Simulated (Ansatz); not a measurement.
`[NH2][Al]([F])[PH]O` → Al• + F• + 4 H• + N• + O• + P•  (atomization)

Gas-phase electronic energies from Ansatz, PBE0-D4/def2-TZVP geometries. CBS: MP2 limit from def2 TZ/QZ plus the TZ coupled-cluster correction, frozen cores. This one scheme is used for every species, atoms too. DFT in def2-TZVPP. B3LYP here is the variant with VWN-RPA as its local correlation; programs differ in this. No spin–orbit coupling; open shells (•) take unrestricted orbitals. Spin–orbit coupling would lower the free atoms: a little for Al, F, O. One conformer a species, not always the lowest.

```
   level  ΔE (kJ/mol)
B3LYP-D4       3101.7
     PBE       3138.4
```

Problem. What does CCSD(T)/CBS give? (Best estimate.)

Solution. The calculation gave: +3112.4 kJ/mol. The listed levels differ from it by -10.7, 26.0 kJ/mol.

Largest T1 diagnostic among the species: 0.018.

Leaving LDA and LC-ωPBE aside and taking each functional with its dispersion term where it has one, the values, not all of them listed here, spread over 182.9 kJ/mol, from BHLYP-D4 to PBE-D4. LDA lies +449.9 kJ/mol from PBE without D4, its usual overbinding. In def2-TZVPP, CCSD(T) changes the Hartree–Fock value by +916.4 kJ/mol (the triples alone add +55.2 kJ/mol) and MP2 by +988.7 kJ/mol; breaking electron pairs costs correlation energy, which Hartree–Fock lacks. From r2SCAN to r2SCAN0 (25 % exact exchange), in def2-TZVPP and without D4, ΔE moves by −81.6 kJ/mol: exact exchange takes away binding that semilocal exchange gives to molecules.

For atomizations the MP2-based limit and the directly extrapolated one differ by several kJ/mol either way, and by 10 to 25 for some Ge, Se and Sn compounds, so smaller differences from it don't rank the levels.
